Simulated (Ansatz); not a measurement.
Species: H4BN, SMILES `BN` (H–B–N–H torsion 180°) (charge 0, multiplicity 1).

Q: Give a relaxed geometry from B3LYP-D3(BJ)/def2-TZVP (Ansatz, a first-principles code).

A: This is not unique; one that fits is the end point of this relaxation, one of several conformers (outside a Z-matrix the atoms follow the SMILES, hydrogens last).
Cartesian coordinates (Å) in one orientation:
```xyz
6

B      0.685     0.026     0.007
N     -0.702    -0.026    -0.007
H      1.225     1.086    -0.074
H      1.301    -0.991     0.099
H     -1.224    -0.885     0.057
H     -1.285     0.791    -0.082
```
